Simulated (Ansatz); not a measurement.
Ansatz (an electronic-structure program) input (CCSD(T)/def2-SVPD):

Ansatz 0.2 input:
```yaml
crystal:
  periodic: [false, false, false]
  atoms:
    - {symbol: Co, position_ang: [0.00000000, 0.00000000, 0.00000000]}
    - {symbol: I, position_ang: [-0.00000000, -0.00000000, -2.43103595]}
    - {symbol: I, position_ang: [0.00000000, 0.00000000, 2.43103595]}
basis:
  gaussian:
    orbitals: def2-SVPD
magnetization: {spin_polarized: true, initial_magnetization: 3}
correlation: {method: ccsd_t, electrons: outside_noble_gas}
output: {forces: true}
```

End of the output:

```
determinant -53733.47416880 eV, -1974.6687538463 hartree, with singles and doubles -53743.91229084 eV, -1975.0523477563 hartree
determinant -53733.44878212 eV, -1974.6678209031 hartree, with singles and doubles -53743.78557501 eV, -1975.0476910355 hartree
determinant -53733.08072388 eV, -1974.6542950125 hartree, with singles and doubles -53743.61881842 eV, -1975.0415628436 hartree
27 core orbitals not correlated
reference -53733.47416880 eV, -1974.6687538463 hartree; 13, 10 occupied and 64, 67 virtual orbitals, 1238 factors
densities: 0.92 GiB planned
second order -9.71240744 eV of doubles, -0.00000000 eV of singles
coupled cluster: 0.61 GiB planned
cycle   1  -10.43812489 eV  change   -2.8e-6 eV  update   4.6e-6
cycle   2  -10.43812917 eV  change   -4.3e-6 eV  update   3.2e-6
cycle   3  -10.43813137 eV  change   -2.2e-6 eV  update   2.0e-6
cycle   4  -10.43813108 eV  change    2.9e-7 eV  update   6.9e-7
cycle   5  -10.43813126 eV  change   -1.9e-7 eV  update   3.6e-7
cycle   6  -10.43813162 eV  change   -3.5e-7 eV  update   1.8e-7
cycle   7  -10.43813179 eV  change   -1.8e-7 eV  update   9.8e-8
cycle   8  -10.43813183 eV  change   -3.8e-8 eV  update   6.1e-8
cycle   9  -10.43813186 eV  change   -2.9e-8 eV  update   3.6e-8
cycle  10  -10.43813186 eV  change   -4.4e-9 eV  update   2.6e-8
cycle  11  -10.43813187 eV  change  -5.0e-10 eV  update   1.9e-8
cycle  12  -10.43813186 eV  change    6.0e-9 eV  update   1.7e-8
cycle  13  -10.43813186 eV  change   -1.7e-9 eV  update   1.5e-8
perturbative correction -0.33697176 eV, -0.0123834836 hartree
the calculation of the forces begins
densities: 1.33 GiB planned
the multipliers restart with 30 DIIS vectors
Total energy: -53744.24927241 eV, -1975.0647316006 hartree
Atom 0 at     0.000000     0.000000     0.000000 Å, force     0.000000     0.000000    -0.000000 eV/Å
Atom 1 at    -0.000000    -0.000000    -2.431036 Å, force    -0.000000    -0.000000    -0.597028 eV/Å
Atom 2 at     0.000000     0.000000     2.431036 Å, force     0.000000    -0.000000     0.597028 eV/Å
Dipole moment:     0.000000     0.000000    -0.000000 e Å
```

The spin state was set by rule; other spins were not relaxed.
